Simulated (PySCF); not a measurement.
# Iron: highly charged ions in a basis for the neutral atom

Fe¹⁸⁺ [He] 2s2 2p4, Fe¹⁹⁺ [He] 2s2 2p3. All numbers are calculated (PySCF 2.14, scalar relativity by spin-free X2C-1e, in aug-cc-pVDZ-DK (7s6p4d2f, 59 functions)). No spin-orbit coupling, so a gap to NIST mixes the basis error with missing relativistic terms.

Changed run: basis of the neutral atom used for a highly charged ion. This setting is unsound on purpose.

```
species  method  sound run (hartree)  changed run (hartree)  converged
  Fe¹⁸⁺     UHF              not run            -1051.40141        yes
  Fe¹⁸⁺  M06-2X              not run            -1051.76155        yes
  Fe¹⁸⁺    MN15              not run            -1052.21883        yes
  Fe¹⁹⁺     UHF              not run             -997.71298        yes
  Fe¹⁹⁺  M06-2X              not run             -998.01567        yes
  Fe¹⁹⁺    MN15              not run             -998.47990        yes
```

Ionisation energy of Fe¹⁸⁺:

| method | changed run (eV) | NIST (eV) |
| --- | --- | --- |
| UHF | 1460.9 | 1460 ± 3 |
| M06-2X | 1462.5 | 1460 ± 3 |
| MN15 | 1462.3 | 1460 ± 3 |

The contracted functions were made for the neutral atom and can be too rigid for a highly charged ion.
